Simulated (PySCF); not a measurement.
## A small calculation by hand: entropy of an ideal gas

Al(Me)(Cl) (CH₃AlCl), SMILES [CH3][Al+][Cl], charge +1.

Geometry: B3LYP-D3(BJ)/def2-TZVP. The spin state was assumed, not searched. The isomer is the one that the SMILES or the coordinates give; other isomers of the formula were not compared.

B3LYP-D3(BJ)/def2-TZVP in PySCF gives the harmonic wavenumbers 128, 128, 472, 740, 740, 774, 1228, 1421, 1421, 3032, 3125, 3125 cm⁻¹ and the rotational temperatures 7.5382, 0.1326, 0.1326 K. The molar mass is 77.47 g/mol, the symmetry number 3, the spin multiplicity 1.

Work out the entropy at 298.15 K and 1 atm in the rigid-rotor, harmonic-oscillator model.


Translation (Sackur–Tetrode at 1 atm): S = R[1.5 ln M + 2.5 ln T − 1.16487] = 163.0 J/(mol K).
Rotation: q = (√π/σ) T^1.5/√(θA θB θC) = 8350, S = R[ln q + 3/2] = 87.6 J/(mol K).
Vibration: with u = 1.4388 ν/T, each mode gives R[u/(e^u − 1) − ln(1 − e^−u)]:
```csv
ν (cm⁻¹),modes,u,S (J/(mol K))
128,2,0.62,24.90
472,1,2.28,3.06
740,2,3.57,2.19
774,1,3.74,0.96
1228,1,5.93,0.15
1421,2,6.86,0.14
```
The stiffer modes add less than 0.005 each. Sum 31.4 J/(mol K).
Spin: R ln 1 = 0.0 J/(mol K).
Total 282.0 J/(mol K); the program's own thermochemistry gives 282.0. Translation makes up 58 % and vibration 11 %. Anharmonicity, hindered rotation and orbital degeneracy are left out.
